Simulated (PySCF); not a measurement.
Coordinates in bohr (charge 1 multiplicity 1):
```
Zr    0.0000    0.0000   -0.7720
Cl    4.0025    0.0000    0.6798
Cl   -2.0013    3.4663    0.6798
Cl   -2.0013   -3.4663    0.6798
```

Level of theory: PBE0 in PySCF with Zr def2-TZVP with ECP28, Cl def2-TZVP; scalar-relativistic core potentials, no spin–orbit coupling; density-fitted integrals.

This geometry of ZrCl₃⁺ is a stationary point at this level.

Problem. What is the point group?

Solution. C3v.

Problem. Is it a minimum?

Solution. Yes: all harmonic wavenumbers are real.

Problem. List the harmonic modes with their infrared intensities.

Solution. 
| symmetry | ω (cm⁻¹) | IR (km/mol, summed over degenerate members) | type |
| --- | --- | --- | --- |
| a1 | 94 | 12.4 | bend |
| e | 115 | 1.9 | bend |
| a1 | 452 | 10.1 | stretch |
| e | 483 | 239 | stretch |

Problem. Give the atomic charges and bond orders.

Solution. 
| atom | Mulliken | Löwdin | polar tensor | Mayer order to Zr1 |
| --- | --- | --- | --- | --- |
| Zr1 | 1.48 | 0.11 | 2.28 | – |
| Cl2,3,4 | -0.16 | 0.30 | -0.43 | 1.36 |

Problem. Give the ideal-gas entropy at 298.15 K and 1 bar by parts.

Solution. translation 174.6, rotation 111.3, vibration 50.8, spin 0.0; total 336.8 J/(mol K).

In C3v the vibrations span 2a1 + 2e.

Only a few start shapes were tried, so a lower isomer may exist.
